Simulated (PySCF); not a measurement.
PySCF input file for 1,2-dichlorocyclobutene (C4H4Cl2), SMILES C1CC(Cl)=C1Cl, SMD-B3LYP/def2-SVP. Coordinates come from a B3LYP-D3(BJ)/def2-SVP optimisation.

```python
import numpy as np
from pyscf import gto, scf, dft
from pyscf.solvent import smd

mol = gto.M(
    atom='''
    Cl   -1.86721917   -0.00000000   -0.97261965
    C    -0.67217738    0.00000000    0.25660656
    C     0.67217739    0.00000000    0.25660656
    Cl    1.86721916   -0.00000000   -0.97261966
    C     0.78589733    0.00000000    1.76546421
    C    -0.78589732    0.00000000    1.76546421
    H     1.24748422   -0.90019713    2.20105479
    H     1.24748422    0.90019713    2.20105479
    H    -1.24748421    0.90019712    2.20105480
    H    -1.24748420   -0.90019713    2.20105480
    ''',
    basis='def2-SVP',
    charge=0,
    spin=0,
    max_memory=1600,
    verbose=3,
)
mf = dft.RKS(mol, xc='b3lyp').density_fit(auxbasis='def2-universal-jkfit')
mf.grids.level = 3
mf.conv_tol = 1e-9
mf.max_cycle = 100
mf.kernel()
res = {}
for name in ['water', 'n-hexane', 'dimethylsulfoxide']:
    s = mf.SMD()
    s.with_solvent.solvent, s.with_solvent.sasa_ng = name, 302
    s.kernel(mf.make_rdm1())
    res[name] = (s.e_tot, s.with_solvent.get_cds(), s.dip_moment(), s.mo_energy, s.converged)
    print(f'SMD {name}: dG(solv) = {(s.e_tot - mf.e_tot) * 627.509474:.3f} kcal/mol, of which CDS {res[name][1] * 627.509474:.3f}')
```

Program output:

```
converged SCF energy = -1074.8031207275
converged SCF energy = -1074.80292696195
Dipole moment(X, Y, Z, Debye):  0.00000, -0.00000,  2.59354
SMD water: dG(solv) = 0.122 kcal/mol, of which CDS 2.289
converged SCF energy = -1074.81043344813
Dipole moment(X, Y, Z, Debye):  0.00000, -0.00000,  2.13088
SMD n-hexane: dG(solv) = -4.589 kcal/mol, of which CDS -3.788
converged SCF energy = -1074.80863957817
Dipole moment(X, Y, Z, Debye):  0.00000, -0.00000,  2.58342
SMD dimethylsulfoxide: dG(solv) = -3.463 kcal/mol, of which CDS -1.325
```

The calculation finished and met its thresholds.
